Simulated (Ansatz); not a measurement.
`[F][In]([SH])[O][SiH3]` → `[OH][In]([F])[SH]` + `[SiH2]`  (silylene loss)

Calculated with Ansatz (gas phase, PBE0-D4/def2-TZVP geometries, no zero-point term in ΔE). CCSD(T)/CBS is the MP2 limit (def2-TZVPP, def2-QZVPP) plus CCSD(T) − MP2 in def2-TZVPP, frozen cores. This one scheme is used for every species. Functionals use def2-TZVPP. B3LYP here is the variant with VWN-RPA as its local correlation; programs differ in this. def2 core potentials past Kr. For In outer-core shells are correlated without core-valence functions, which leaves a few kJ/mol of doubt a bond. One conformer a species, not always the lowest.

`[F][In]([SH])[O][SiH3]`:

```xyz
9

F     0.020   -1.030   -2.129
In    0.368   -1.240   -0.229
S     1.151   -3.278    0.615
O    -0.005    0.382    0.795
Si   -0.545    1.891    0.459
H     1.149   -3.830   -0.612
H    -1.917    1.857   -0.117
H     0.350    2.583   -0.509
H    -0.573    2.664    1.728
```

`[OH][In]([F])[SH]`:

```xyz
6

O    -0.653   -1.796   -0.738
In   -0.020   -0.074   -0.041
F     1.274    0.777   -1.228
S    -0.595    1.036    1.941
H    -0.238   -1.999   -1.582
H     0.233    2.056    1.649
```

`[SiH2]`:

Cartesian coordinates in Å:
```
Si 0.191 -0.363 -0.582
H -0.263 1.069 -0.319
H 0.073 -0.706 0.900
```

| level | ΔE (eV) | difference from CCSD(T)/CBS |
| --- | --- | --- |
| PBE-D4 | 3.32 | -0.16 |
| PBE0-D4 | 3.48 | 0.00 |
| B3LYP-D4 | 3.41 | -0.07 |
| ωB97X-V | 3.56 | 0.08 |
| ωB97M-V | 3.40 | -0.08 |
| B2PLYP | 3.45 | -0.03 |
| PBE | 3.25 | -0.23 |
| PBE0 | 3.42 | -0.06 |
| B3LYP | 3.30 | -0.18 |
| MP2/def2-TZVPP | 3.64 | 0.16 |
| SCS-MP2/def2-TZVPP | 3.56 | 0.08 |
| CCSD(T)/def2-TZVPP | 3.42 | -0.06 |
| HF/def2-QZVPP | 3.54 | 0.06 |
| SCS-MP2/def2-QZVPP | 3.61 | 0.13 |
| HF/CBS(def2) | 3.55 | 0.07 |
| CCSD/CBS(def2) | 3.47 | -0.01 |
| CCSD(T)/CBS | 3.48 | 0 |

Largest T1 diagnostic among the species: 0.016.

The D4 term adds +0.11 eV with B3LYP and +0.06 eV with PBE0; it sums over pairs of atoms, weighted by their polarisabilities, and B3LYP, whose exchange is more repulsive, gets the larger term. From PBE to PBE0 (25 % exact exchange), in def2-TZVPP and without D4, ΔE moves by +0.17 eV.
